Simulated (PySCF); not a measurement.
Correlation energy of C²⁺ (carbon, charge +2)

[He] 2s1 2p1, high-spin 3P determinant (an excited configuration). Calculation: PySCF 2.14, in aug-cc-pVDZ-DK; the spin-free X2C one-electron Hamiltonian (Gaussian nucleus). Frozen: 1s2; 2 electrons correlated.

With two correlated electrons CCSD is exact within the correlated space (frozen core and kept virtual orbitals).

```
level  correlation energy (mhartree)
 CCSD                          -3.27
```

Diagnostics: T1 = 0.00093, D1 = 0.0014, largest double amplitude 0.021.

Cost of the coupled-cluster step: of the order of 0.08 core-seconds, for 2 correlated electrons.

Iterations:

```
CC2 = 0
CCSD nocc = (np.int64(2), np.int64(0)), nmo = (22, 22)
frozen orbitals [[0], [0]]
max_cycle = 100
direct = 0
conv_tol = 1e-08
conv_tol_normt = 1e-06
diis_space = 8
diis_start_cycle = 0
Init t2, MP2 energy = -0.0020498939957623
Init E_corr(UCCSD) = -0.0020498939960298
cycle = 1  E_corr(UCCSD) = -0.0027971855762149  dE = -0.00074729158  norm(t1,t2) = 0.0100512
cycle = 2  E_corr(UCCSD) = -0.00308257460707468  dE = -0.000285389031  norm(t1,t2) = 0.00411661
cycle = 3  E_corr(UCCSD) = -0.00327630752412246  dE = -0.000193732917  norm(t1,t2) = 0.00174734
cycle = 4  E_corr(UCCSD) = -0.00327434439484077  dE = 1.96312928e-06  norm(t1,t2) = 0.000121557
cycle = 5  E_corr(UCCSD) = -0.00327432448530331  dE = 1.99095375e-08  norm(t1,t2) = 8.32238e-06
cycle = 6  E_corr(UCCSD) = -0.00327430616376266  dE = 1.83215406e-08  norm(t1,t2) = 6.54763e-07
cycle = 7  E_corr(UCCSD) = -0.00327430837071054  dE = -2.20694787e-09  norm(t1,t2) = 4.8099e-08
UCCSD converged
E(UCCSD) = -36.24703021339444  E_corr = -0.003274308370710535
```
